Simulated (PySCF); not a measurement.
Match the calculated data to a structure.

All candidates are C8H18O.

| technique | computed result |
| --- | --- |
| Dipole | 1.57 D [PBE0/pcSseg-1] |
| NMR, other nuclei | isotropic shieldings of nuclei other than C and H, by class: 296 (1 O) ppm [GIAO PBE0/pcSseg-1] |
| 13C NMR | chemical shifts (computed TMS as zero) by class: 68.0 (1 C), 41.1 (1 C), 38.9 (1 C), 37.0 (1 C), 37.0 (1 C), 32.4 (1 C), 28.8 (1 C), 17.5 (1 C) ppm [GIAO PBE0/pcSseg-1] |
| Rotational structure | rotational constants A, B, C: 6.630, 0.381, 0.372 GHz [GFN2-xTB] |
| 1H NMR | chemical shifts (computed TMS as zero) by class: 3.93 (2 H), 1.55 (2 H), 1.34 (2 H), 1.32 (2 H), 1.32 (2 H), 1.23 (2 H), 1.22 (2 H), 1.05 (3 H), -0.52 (1 H) ppm [GIAO PBE0/pcSseg-1] |

Gas-phase values; electronic properties from PySCF, density fitting. Levels stand in brackets. Isolated species at its GFN2-xTB geometry (one conformer only). Each NMR value is the plain mean over a class of atoms that symmetry, rotation or inversion makes alike.

Question: Which candidate is it?
A. `CCCCOCCCC`
B. `CCC[C@](C)(CC)OC`
C. `CCCCCCCCO`
D. `CC[C@@H](C)O[C@@H](C)CC`
E. `CC(C)(C)OC(C)(C)C`

Answer: C. It is `CCCCCCCCO`. Numbering: `[CH3:1][CH2:2][CH2:3][CH2:4][CH2:5][CH2:6][CH2:7][CH2:8][OH:9]`. Its formula, C8H18O, gives 0 degrees of unsaturation, so no ring and no π bond. 8 carbons fall into 8 classes; from least to most shielded: carbinol carbon (C–OH) [C8] (68.0 ppm), chain CH2 carbon [C7] (41.1 ppm), chain CH2 carbon [C3] (38.9 ppm), chain CH2 carbon [C4] (37.0 ppm), chain CH2 carbon [C5] (37.0 ppm), chain CH2 carbon [C6] (32.4 ppm), chain CH2 carbon [C2] (28.8 ppm), methyl carbon [C1] (17.5 ppm). Hydrogen classes from least to most shielded: 2 H on a carbinol carbon (C–OH), C8 (3.93 ppm, a mean of values up to 0.6 ppm apart in this geometry), 2 H on a chain CH2 carbon, C6 (1.55 ppm, a mean of values up to 0.9 ppm apart in this geometry), 2 H on a chain CH2 carbon, C2 (1.34 ppm), 2 H on a chain CH2 carbon, C7 (1.32 ppm), 2 H on a chain CH2 carbon, C4 (1.32 ppm), 2 H on a chain CH2 carbon, C5 (1.23 ppm), 2 H on a chain CH2 carbon, C3 (1.22 ppm), 3 H on a methyl carbon, C1 (1.05 ppm), 1 H on an alcohol oxygen, O9 (-0.52 ppm). The other shieldings belong to: 296 ppm, alcohol oxygen [O9]. The optimised geometry has point group C1 and is an asymmetric top.

The others, at the same levels:
- `CC(C)(C)OC(C)(C)C` fails: it has 2 carbon classes against 8; its computed 13C shifts are 75.4 (2 C), 33.8 (6 C) ppm, 1H shifts are 1.28 (18 H) ppm and rotational constant A is 2.323 GHz (against 6.630 GHz).
- `CC[C@@H](C)O[C@@H](C)CC` fails: it has 4 carbon classes against 8; its computed 13C shifts are 78.1 (2 C), 33.9 (2 C), 22.6 (2 C), 13.5 (2 C) ppm, 1H shifts are 3.10 (2 H), 1.61 (2 H), 1.19 (2 H), 1.14 (6 H), 0.99 (6 H) ppm and rotational constant A is 2.111 GHz (against 6.630 GHz).
- `CCCCOCCCC` fails: it has 4 carbon classes against 8; its computed 13C shifts are 76.1 (2 C), 37.7 (2 C), 25.4 (2 C), 17.1 (2 C) ppm, 1H shifts are 3.54 (4 H), 1.50 (4 H), 1.46 (4 H), 1.02 (6 H) ppm and rotational constant A is 2.865 GHz (against 6.630 GHz).
- `CCC[C@](C)(CC)OC` fails: its computed 13C shifts are 77.5 (1 C), 51.2 (1 C), 44.0 (1 C), 37.5 (1 C), 24.3 (1 C), 19.3 (1 C), 17.1 (1 C), 9.9 (1 C) ppm, 1H shifts are 3.34 (3 H), 1.79 (1 H), 1.71 (1 H), 1.49 (1 H), 1.30 (1 H), 1.13 (3 H), 1.02 (1 H), 1.01 (3 H), 0.99 (3 H), 0.96 (1 H) ppm and rotational constant A is 2.038 GHz (against 6.630 GHz).

Each candidate is one conformer, not necessarily the lowest. Dipoles, sizes and rotational constants follow the conformer. The torsions of the flexible species, by atom-mapped SMILES:
- `[CH3:1][C:2]([CH3:3])([CH3:4])[O:5][C:6]([CH3:7])([CH3:8])[CH3:9]`: C1–C2–O5–C6 -47°, C2–O5–C6–C7 -47°
- `[CH3:1][CH2:2][C@@H:3]([CH3:4])[O:5][C@@H:6]([CH3:7])[CH2:8][CH3:9]`: C1–C2–C3–C4 172°, C2–C3–O5–C6 152°, C3–O5–C6–C7 151°, O5–C6–C8–C9 172°
- `[CH3:1][CH2:2][CH2:3][C@:4]([CH3:5])([CH2:6][CH3:7])[O:8][CH3:9]`: C1–C2–C3–C4 170°, C2–C3–C4–C5 -176°, C3–C4–C6–C7 173°, C3–C4–O8–C9 -68°

The conformers of `CCCCCCCCO` and `CCCCOCCCC` aren't listed.
